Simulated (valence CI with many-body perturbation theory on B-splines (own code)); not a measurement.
Values are calculated unless marked as measured or tabulated.
A CI+MBPT run for Nd XXII

Method: relativistic CI+MBPT: three valence electrons over a frozen Dirac-Fock core [Kr], a basis of 6 s, 6 p, 5 d, 5 f, 1 g functions for each j, with the one-electron correlation potential Σ1 (screened to all orders), the two-electron term Σ2, the three-electron term Σ3, Breit, model QED; selected single and double excitations, second order for the rest, scaled by the run's own slope (own B-spline code, finite nucleus).

Command, and the settings that its task file holds:

```sh
python run_cv.py task.json out
```

```
atom Nd  Z=60  mass_number=142  rms_radius_fm=4.9123
core [Kr]
valence 4d3
avg = 1
basis = S
breit = 1
cap = 10000
capref = 1200
cscale = 1
de = 0.0
dress = 0
eps = 2e-08
extrap = 1
h = 0.27
hh = 1
l2 = 3
lcore = 6
maxit = 60
n2 = 5
natural = 1
nlev = 21
nno = [3, 3, 3, 3, 1]
nroot = 26
nsp = [3, 3, 2, 2, 0]
pt2 = 1
qed = 1
rmax = 8.43
rpa = 1
s1 = 1
s2 = 1
s3 = 1
screen = 1
tol = 2e-05
whole = 1
```

It took 51 s on 1 thread of Intel(R) Xeon(R) Platinum 8259CL CPU @ 2.50GHz (Skylake/Cascade Lake), with other jobs on the host.

Log. The first blocks belong to the next ion, which gives the ionisation energy. Fields: 2J, parity (1 odd), roots, reference size, generating configurations, candidates as configurations/state functions, variational space P, stored matrix elements, Davidson steps; e2 is the range of second-order energies in hartree. The first line gives the box (bohr), its intervals, the orbitals and the steps of their self-consistent field. Window is the range of levels sought, series limit the energy at which the first omitted orbital would enter, core excitation an estimate of the first excitation out of the core, left out the lowest levels not solved, and shifts from estimates the range by which levels moved from their first estimate, all in cm⁻¹.

```
rmax 8.4 intervals 61 orbitals 40 references ['4d3', '4d2 4f', '4d2 5s', '4d2 5p', '4d 4f2'] scf 4 t 2.1
2J=4 par=0 roots 2 ref 42 generators 3 cand 263/263 P 305/305 nnz 0 it 0
2J=4 par=0 roots 2 ref 42 generators 8 cand 23/23 P 328/328 nnz 0 it 0
   second order: generators 9 cand 7/7 e2 -0.00000 -0.00000
2J=6 par=0 roots 2 ref 32 generators 3 cand 218/218 P 250/250 nnz 0 it 0
2J=6 par=0 roots 2 ref 32 generators 9 cand 26/26 P 276/276 nnz 0 it 0
   second order: generators 16 cand 6/6 e2 -0.00000 -0.00000
2J=0 par=0 roots 2 ref 17 generators 4 cand 106/106 P 123/123 nnz 0 it 0
2J=0 par=0 roots 2 ref 17 generators 6 cand 2/2 P 125/125 nnz 0 it 0
   second order: generators 10 cand 0/0 e2 -0.00000 -0.00000
reference levels 455, estimated 19, window 187248 1/cm; series limit 2983862, core excitation 833446
2J=3 par=0 roots 5 ref 38 generators 9 cand 114/279 P 732/1792 nnz 0 it 5
2J=3 par=0 roots 5 ref 38 generators 10 cand 167/483 P 899/2275 nnz 0 it 5
   second order: generators 14 cand 1086/2414 e2 -0.00001 -0.00000
2J=5 par=0 roots 5 ref 44 generators 4 cand 106/297 P 710/2014 nnz 0 it 5
2J=5 par=0 roots 5 ref 44 generators 8 cand 169/595 P 879/2609 nnz 1.5e+06 it 5
   second order: generators 13 cand 1248/3308 e2 -0.00001 -0.00000
2J=7 par=0 roots 3 ref 38 generators 3 cand 116/301 P 649/1818 nnz 0 it 4
2J=7 par=0 roots 3 ref 38 generators 6 cand 103/309 P 752/2127 nnz 0 it 4
   second order: generators 9 cand 1368/3956 e2 -0.00001 -0.00000
2J=9 par=0 roots 3 ref 31 generators 4 cand 87/204 P 589/1459 nnz 0 it 4
2J=9 par=0 roots 3 ref 31 generators 8 cand 81/229 P 670/1688 nnz 0 it 4
   second order: generators 12 cand 1311/3655 e2 -0.00001 -0.00000
2J=1 par=0 roots 2 ref 21 generators 4 cand 122/193 P 637/1012 nnz 0 it 0
2J=1 par=0 roots 2 ref 21 generators 6 cand 146/248 P 783/1260 nnz 0 it 0
   second order: generators 9 cand 868/1324 e2 -0.00000 -0.00000
2J=11 par=0 roots 1 ref 19 generators 1 cand 57/112 P 440/936 nnz 0 it 0
2J=11 par=0 roots 1 ref 19 generators 4 cand 43/118 P 483/1054 nnz 0 it 0
   second order: generators 7 cand 1191/2956 e2 -0.00001 -0.00001
left out: unestimated 1028243, estimated none, shifts from estimates -26 to 3
operators 4.9
```

The Davidson iterations converged.

No measured spectrum was set against this ion. As an estimate, terms of the open shell hold to 2 to 4 % of their energy, and close levels can change places. Only levels of the ground parity were solved; by the run's estimate the other parity begins above the list, which can be wrong where configurations are misplaced.

```yaml
Valence_energy: -74.78012 hartree
Ionisation_energy: "639.86 eV (NIST: 638 ± 4 eV (theoretical))"
Reference_configurations_for_the_orbitals: 4d3, 4d2 4f, 4d2 5s, 4d2 5p, 4d 4f2
Radial_orbitals: 40
Box_radius: 8.43 bohr
Largest_variational_space: 2609
Lowest_levels: (4d3/2^3) J=3/2 0.0, (4d3/2^2 4d5/2) J=5/2 [a] 27527, (4d3/2^2 4d5/2) J=7/2 43785, (4d3/2^2 4d5/2) J=3/2 45669, (4d3/2^2 4d5/2) J=9/2 50358, (4d3/2^2 4d5/2) J=1/2 53546, (4d3/2 4d5/2^2) J=7/2 [a] 78932, (4d3/2^2 4d5/2) J=5/2 [b] 81226, (4d3/2 4d5/2^2) J=9/2 83261, (4d3/2 4d5/2^2) J=3/2 [a] 94542, (4d3/2 4d5/2^2) J=1/2 99727, (4d3/2 4d5/2^2) J=11/2 104670, (4d3/2 4d5/2^2) J=5/2 [a] 112540, (4d3/2 4d5/2^2) J=5/2 [b] 119560 cm⁻¹
```

Levels are named by their leading jj configuration (3d3/2^4 stands for four electrons in 3d with j = 3/2), which in mixed levels can hold well under half, so a name can repeat and another be missing. Letters in brackets count levels of one name in rising energy.
